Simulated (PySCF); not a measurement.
# Steps of a relaxation of Ce(NH2)4

Ce(NH2)4 (singlet; a saddle point, relaxed within its symmetry). PySCF 2.14.0, RKS PBE0, Ce lcecp-2-SVP with ECP46, N def2-SVP, H def2-SVP; non-relativistic Hamiltonian with scalar-relativistic core potentials where named; density fitting; no spin-orbit coupling. Origin of the start: template. Columns: position (Å) and force (eV/Å). Energies are counted from the last step; some of the 9 steps are shown. Forces carry noise of the integration grid, about 0.01 to 0.03 eV/Å.

Run from Python with OMP_NUM_THREADS=2. Where DIIS fails, smearing, a level shift and second-order steps follow.
It took 57 s on 2 threads of Arm Neoverse V1 (shared host), from the converged density of the start.

```xyz
13
step 0  E = 0.069 eV
Ce    0.0000    0.0000    0.0000     0.00    0.00    0.00
N     1.2822    1.2822    1.2822    -0.53   -0.21   -0.21
H     1.6228    1.0359    2.2097     0.12    0.10    0.00
H     1.6228    2.2097    1.0359     0.12    0.00    0.10
N    -1.2822   -1.2822    1.2822     0.53    0.21   -0.21
H    -1.6228   -1.0359    2.2097    -0.12   -0.10    0.00
H    -1.6228   -2.2097    1.0359    -0.12    0.00    0.10
N     1.2822   -1.2822   -1.2822    -0.53    0.21    0.21
H     1.6228   -2.2097   -1.0359     0.12    0.00   -0.10
H     1.6228   -1.0359   -2.2097     0.12   -0.10    0.00
N    -1.2822    1.2822   -1.2822     0.53   -0.21    0.21
H    -1.6228    2.2097   -1.0359    -0.12    0.00   -0.10
H    -1.6228    1.0359   -2.2097    -0.12    0.10    0.00
```

```xyz
13
step 3  E = 0.005 eV
Ce    0.0000    0.0000    0.0000     0.00    0.00    0.00
N     1.2218    1.2980    1.2980    -0.03    0.00    0.00
H     1.6478    1.0286    2.1841     0.00   -0.02    0.03
H     1.6478    2.1841    1.0286     0.00    0.03   -0.02
N    -1.2218   -1.2980    1.2980     0.03    0.00    0.00
H    -1.6478   -1.0286    2.1841     0.00    0.02    0.03
H    -1.6478   -2.1841    1.0286     0.00   -0.03   -0.02
N     1.2218   -1.2980   -1.2980    -0.03    0.00    0.00
H     1.6478   -2.1841   -1.0286     0.00   -0.03    0.02
H     1.6478   -1.0286   -2.1841     0.00    0.02   -0.03
N    -1.2218    1.2980   -1.2980     0.03    0.00    0.00
H    -1.6478    2.1841   -1.0286     0.00    0.03    0.02
H    -1.6478    1.0286   -2.1841     0.00   -0.02   -0.03
```

```xyz
13
step 5  E = 0.001 eV
Ce    0.0000    0.0000    0.0000     0.00    0.00    0.00
N     1.1973    1.3078    1.3078    -0.01   -0.01   -0.01
H     1.6140    1.0412    2.1987     0.02    0.00    0.04
H     1.6140    2.1987    1.0412     0.02    0.04    0.00
N    -1.1973   -1.3078    1.3078     0.01    0.01   -0.01
H    -1.6140   -1.0412    2.1987    -0.02    0.00    0.04
H    -1.6140   -2.1987    1.0412    -0.02   -0.04    0.00
N     1.1973   -1.3078   -1.3078    -0.01    0.01    0.01
H     1.6140   -2.1987   -1.0412     0.02   -0.04    0.00
H     1.6140   -1.0412   -2.1987     0.02    0.00   -0.04
N    -1.1973    1.3078   -1.3078     0.01   -0.01    0.01
H    -1.6140    2.1987   -1.0412    -0.02    0.04    0.00
H    -1.6140    1.0412   -2.1987    -0.02    0.00   -0.04
```

Q: Where does the relaxation end?

A: It converges at step 8 in D2d:
```xyz
13
step 8  E = 0
Ce    0.0000    0.0000    0.0000
N     1.1897    1.3135    1.3135
H     1.5995    1.0526    2.2105
H     1.5995    2.2105    1.0526
N    -1.1897   -1.3135    1.3135
H    -1.5995   -1.0526    2.2105
H    -1.5995   -2.2105    1.0526
N     1.1897   -1.3135   -1.3135
H     1.5995   -2.2105   -1.0526
H     1.5995   -1.0526   -2.2105
N    -1.1897    1.3135   -1.3135
H    -1.5995    2.2105   -1.0526
H    -1.5995    1.0526   -2.2105
```

Q: How did the contacts change?

A: 
```
      contact  start (Å)  end (Å)
 Ce1–N2 (NH2)      2.221    2.206
 Ce1–N5 (NH2)      2.221    2.206
 Ce1–N8 (NH2)      2.221    2.206
Ce1–N11 (NH2)      2.221    2.206
```
